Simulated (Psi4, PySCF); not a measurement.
GeI3 (SMILES [I][Ge]([I])[I]), doublet, geometry from GFN2-xTB (all electrons, no relativity). Base run: PySCF with WB97X/STO-3G.

Here is a job for PySCF.
```python
from pyscf import gto, scf, dft

mol = gto.Mole()
mol.atom = '''
    I     2.25206705   -0.94421030   -0.11161709
    Ge   -0.01119006    0.00978107    0.77507200
    I    -1.93899559   -1.47944112   -0.16537093
    I    -0.30631520    2.41774587   -0.19097999
'''
mol.basis = 'sto-3g'
mol.spin = 1
mol.verbose = 4
mol.build()

mf = dft.UKS(mol)
mf.xc = 'wb97x'
mf.kernel()
```

The same geometry, method and basis name were run in Psi4 and PySCF, at each program's defaults and at the settings that a row names. The base is PySCF at its defaults. Differences at the defaults can come from grids, fitting, cores and function types together. The rows with settings made alike still differ; the cause (another SCF solution, basis table, core potential or functional code) wasn't traced.

| code and settings | ΔE vs base (µEh) | basis functions | E (Eh) | SCF cycles | dipole (D) |
|---|---|---|---|---|---|
| PySCF, defaults (exact integrals, its default grid, spherical functions) | 0.0 | 99 | -22612.25904 | 12 | 1.74 |
| PySCF, fine grid | -3817 | 99 | -22612.26286 | 12 | 1.74 |
| Psi4, exact integrals, spherical functions, fine grid | -9515 | 99 | -22612.26856 | 14 | 1.74 |

Open shells are given as the SCF converged; they aren't shown to be the lowest states, and a large step between rows can be another state.
